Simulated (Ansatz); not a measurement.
Trisilane + CH₃SH → `CS[SiH2][SiH3]` + SiH₄  (cleavage of the Si–Si bond)

Isolated molecules relaxed with PBE0-D4/def2-TZVP in Ansatz; ΔE leaves out vibrations. CCSD(T)/CBS is the MP2 limit (def2-TZVPP, def2-QZVPP) plus CCSD(T) − MP2 in def2-TZVPP, frozen cores. This one scheme is used for every species. Functionals use def2-TZVPP. Each species was taken in one conformer, which may not be the lowest.

`[SiH3][SiH2][SiH3]`:

Z-matrix (Å, degrees):
```
Si
Si 1 2.338
H 1 1.488 2 109.8
H 1 1.488 2 111.3 3 120.4
H 1 1.488 2 109.8 3 -119.2
Si 2 2.338 1 110.3 3 59.6
H 2 1.490 1 109.6 3 -179.6
H 2 1.490 1 109.6 3 -61.1
H 6 1.488 2 109.8 1 -59.5
H 6 1.488 2 109.8 1 59.7
H 6 1.488 2 111.3 1 -179.9
```

CH₃SH:

Cartesian coordinates in Å:
```
C 0.444 0.156 -0.142
S -0.968 -0.971 -0.121
H 0.161 1.145 -0.501
H 1.164 -0.273 -0.838
H 0.911 0.230 0.840
H -1.712 -0.287 0.762
```

`CS[SiH2][SiH3]`:

```xyz
12

C     0.861   -2.202    1.015
S    -0.416   -0.912    1.078
Si    0.253    0.353   -0.498
Si   -1.248    2.140   -0.634
H     1.848   -1.784    1.212
H     0.857   -2.708    0.049
H     0.619   -2.924    1.795
H     1.636    0.841   -0.225
H     0.303   -0.398   -1.786
H    -2.618    1.640   -0.921
H    -1.263    2.897    0.645
H    -0.831    3.056   -1.731
```

SiH₄:

```xyz
5

Si    0.000    0.000    0.000
H    -0.939    1.056    0.455
H     1.371    0.562   -0.087
H    -0.419   -0.492   -1.336
H    -0.013   -1.125    0.968
```

Q: Is it downhill or uphill in electronic energy at CCSD(T)/CBS, and by how much? (Estimate.)

A: The calculation gave: Downhill: ΔE = -0.52 eV.

Q: What do these levels give: PBE-D4, r2SCAN-D4, ωB97X-V, B2PLYP, r2SCAN, HF/def2-TZVPP, MP2/def2-TZVPP, SCS-MP2/def2-TZVPP, CCSD/def2-TZVPP, CCSD(T)/def2-TZVPP, HF/CBS(def2), CCSD/CBS(def2)? (Best estimate.)

A: Computed: PBE-D4 -0.41, r2SCAN-D4 -0.48, ωB97X-V -0.49, B2PLYP -0.52, r2SCAN -0.48, HF/def2-TZVPP -0.56, MP2/def2-TZVPP -0.59, SCS-MP2/def2-TZVPP -0.58, CCSD/def2-TZVPP -0.48, CCSD(T)/def2-TZVPP -0.49, HF/CBS(def2) -0.56, CCSD/CBS(def2) -0.51 eV.

Largest T1 diagnostic among the species: 0.013.

The D4 term adds −0.03 eV with B3LYP and −0.02 eV with PBE0; it sums over pairs of atoms, weighted by their polarisabilities, and B3LYP, whose exchange is more repulsive, gets the larger term.

B3LYP here is the variant with VWN-RPA as its local correlation; programs differ in this.
